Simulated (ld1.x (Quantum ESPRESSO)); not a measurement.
# Co (Z = 27): excitation energies, all-electron against PAW

Co, PAW, made with ld1.x (Quantum ESPRESSO) 7.5 (PBE, scalar-relativistic). Core [Ne], reference 3s2 3p6 3d7 4s2 4p0. Waves: 3s (bound): rcut 0.88, rcutus 1.14 bohr; 4s (bound): rcut 0.88, rcutus 1.14 bohr; 3p (bound): rcut 1.06, rcutus 1.14 bohr; 4p (bound, empty): rcut 1.06, rcutus 1.14 bohr; 3d (bound): rcut 0.70, rcutus 0.96 bohr; 3d channel at 0.1 Ry: rcut 0.70, rcutus 0.96 bohr. Local part: all-electron potential smoothed inside 0.84 bohr (lloc = -1). Core correction: a·sin(br)/r model core inside 1.05 bohr. Augmentation charge: BG, radius 0.70 bohr.

Energies are relative to the spin-unpolarised reference configuration 3s2 3p6 3d7 4s2 4p0; without spin polarisation the order of configurations can differ from experiment.

| valence configuration | charge | ΔE all-electron (eV) | error AE − PS (meV) |
| --- | --- | --- | --- |
| 3s2 3p6 3d7 4s1 4p0 | +1 | 9.030 | +0.9 |
| 3s2 3p6 3d7 4s0 4p0 | +2 | 25.816 | +8.1 |
| 3s2 3p6 3d7 4s0 4p1 | +1 | 14.399 | +6.0 |
| 3s2 3p6 3d6 4s2 4p1 | 0 | 9.660 | +9.6 |
| 3s2 3p5 3d7 4s2 4p0 | +1 | 73.523 | -26 |

Problem. What are ΔE and the potential's error for 3s2 3p6 3d6 4s0 4p0?

Solution. ΔE = 61.686 eV all-electron; the error (AE − PS) is -1.4 meV.

Problem. What are ΔE and the potential's error for 3s2 3p6 3d6 4s2 4p0?

Solution. ΔE = 15.182 eV all-electron; the error (AE − PS) is +10 meV.
